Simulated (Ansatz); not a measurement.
`CC([SiH3])I` + `N=C1C[SiH2]1` → `[SiH3]/N=C1\C[SiH2]1` + `CCI`  (ligand exchange at the Si–C bond)

Computed with Ansatz on PBE0-D4/def2-TZVP structures; ΔE is electronic, products minus reactants. CCSD(T)/CBS is the MP2 limit (def2-TZVPP, def2-QZVPP) plus CCSD(T) − MP2 in def2-TZVPP, frozen cores. DFT in def2-TZVPP. B3LYP here is the variant with VWN-RPA as its local correlation; programs differ in this. def2 core potentials past Kr. For I outer-core shells are correlated without core-valence functions, which leaves a few kJ/mol of doubt a bond. Each species was taken in one conformer, which may not be the lowest.

`CC([SiH3])I`:

```xyz
11

C    -0.256    1.201   -0.741
C    -0.188    0.347    0.508
Si    0.608   -1.342    0.261
I    -2.171   -0.014    1.292
H    -0.798    0.696   -1.543
H    -0.746    2.158   -0.553
H     0.760    1.404   -1.097
H     0.305    0.880    1.322
H     1.995   -1.143   -0.251
H    -0.173   -2.106   -0.744
H     0.662   -2.081    1.545
```

`N=C1C[SiH2]1`:

Z-matrix (Å, degrees):
```
C
C 1 1.510
Si 1 1.883 2 64.5
H 1 1.089 2 116.2 3 112.0
H 1 1.090 2 116.2 3 -111.9
N 2 1.256 1 139.8 3 -179.9
H 3 1.479 1 118.6 2 106.7
H 3 1.479 1 118.6 2 -106.8
H 6 1.026 2 110.6 1 -0.0
```

`[SiH3]/N=C1\C[SiH2]1`:

Z-matrix (Å, degrees):
```
Si
N 1 1.755
H 1 1.489 2 110.8
H 1 1.481 2 108.3 3 -119.6
H 1 1.489 2 110.8 3 120.7
C 2 1.252 1 122.2 3 -60.4
Si 6 1.850 2 153.5 1 -179.5
C 6 1.512 2 139.2 1 -0.1
H 7 1.480 6 121.0 2 -78.9
H 7 1.480 6 120.9 2 77.8
H 8 1.090 6 115.9 2 68.0
H 8 1.090 6 116.0 2 -67.0
```

`CCI`:

```xyz
8

C     0.658    0.446   -0.215
C    -0.535   -0.457   -0.038
I    -1.391   -0.289    1.926
H     1.058    0.325   -1.228
H     1.452    0.204    0.494
H     0.390    1.495   -0.080
H    -0.283   -1.510   -0.141
H    -1.349   -0.215   -0.717
```

```tsv
level	ΔE (kJ/mol)	difference from CCSD(T)/CBS
PBE-D4	-38.8	-0.3
PBE0-D4	-39.6	-1.1
B2PLYP	-47.2	-8.7
PBE0	-41.1	-2.6
B3LYP	-49.9	-11.4
HF/def2-TZVPP	-56.1	-17.6
MP2/def2-TZVPP	-40.8	-2.3
CCSD(T)/def2-TZVPP	-39.3	-0.8
MP2/def2-QZVPP	-40.5	-2.0
MP2/CBS(def2)	-39.9	-1.4
CCSD(T)/CBS	-38.5	0
```

Largest T1 diagnostic among the species: 0.014.

In def2-TZVPP, CCSD(T) changes the Hartree–Fock value by +16.8 kJ/mol (the triples alone add +1.4 kJ/mol) and MP2 by +15.3 kJ/mol. The D4 term adds +3.3 kJ/mol with B3LYP and +1.5 kJ/mol with PBE0; it sums over pairs of atoms, weighted by their polarisabilities, and B3LYP, whose exchange is more repulsive, gets the larger term.
